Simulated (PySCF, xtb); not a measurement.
C5H12Si, SMILES C[C@@H]1C[C@@]1(C)[SiH3].

Harmonic wavenumbers (cm⁻¹) from xtb with GFN2-xTB at its own minimum, in rising order: 88, 129, 140, 162, 216, 286, 327, 382, 444, 542, 557, 614, 780, 784, 795, 827, 881, 900, 949, 993, 1026, 1058, 1081, 1116, 1138, 1177, 1221, 1305, 1405, 1413, 1424, 1483, 1490, 1497, 1506, 1515, 2248, 2250, 2255, 3002, 3007, 3011, 3012, 3019, 3027, 3050, 3071, 3077.

Task: What does PBE-D3(BJ)/def2-SVP in PySCF give at its own minimum? (An estimate is asked for; the answer gives what the named calculation found.)

Result: 118, 153, 163, 177, 203, 268, 304, 363, 433, 572, 625, 630, 766, 816, 858, 889, 903, 916, 916, 938, 980, 1007, 1046, 1081, 1093, 1147, 1190, 1261, 1332, 1347, 1365, 1406, 1410, 1417, 1422, 1441, 2145, 2151, 2157, 2958, 2969, 3039, 3041, 3044, 3046, 3049, 3071, 3132. Paired by order, the mean absolute difference is 43 cm⁻¹ and the zero-point energies are 93.9 and 92.6 kcal/mol.
